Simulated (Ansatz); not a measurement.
Ge2H6S⁺, that is (H3Ge)2S with one electron fewer. The state is a doublet with charge 1. Geometry B3LYP-D4/def2-SVP; atoms count from 1.

Cartesian coordinates in Å:
```
Ge 1.202 -1.416 -0.159
H -0.059 -2.207 0.203
H 2.125 -2.039 -1.202
H 1.880 -0.730 1.033
S 0.307 0.432 -1.324
Ge -1.212 1.402 0.201
H -2.211 0.258 0.412
H -0.314 1.684 1.410
H -1.718 2.615 -0.574
```

**Question.** Estimate the Mulliken populations from the PBE0/def2-TZVP orbitals of Ansatz.

**Answer.** 
```json
{"atom": "Ge1", "charge (e)": "0.09", "spin (α − β)": "-0.04"}
{"atom": "H2", "charge (e)": "0.13", "spin (α − β)": "0.03"}
{"atom": "H3", "charge (e)": "0.14", "spin (α − β)": "0.00"}
{"atom": "H4", "charge (e)": "0.13", "spin (α − β)": "0.03"}
{"atom": "S5", "charge (e)": "0.02", "spin (α − β)": "0.97"}
{"atom": "Ge6", "charge (e)": "0.09", "spin (α − β)": "-0.04"}
{"atom": "H7", "charge (e)": "0.13", "spin (α − β)": "0.03"}
{"atom": "H8", "charge (e)": "0.13", "spin (α − β)": "0.03"}
{"atom": "H9", "charge (e)": "0.14", "spin (α − β)": "0.00"}
```
Mulliken values and Mayer orders depend strongly on the basis.

**Question.** Where does the spin sit?

**Answer.** Summed by element: Ge -0.07, H 0.10, S 0.97, of 1 unpaired in all. Largest on single atoms: S5 0.97, Ge1 -0.04, Ge6 -0.04.

**Question.** And the Mayer bond orders between bonded heavy atoms (over 0.3)?

**Answer.** Ge1–S5 0.78 (2.36 Å); S5–Ge6 0.78 (2.36 Å).
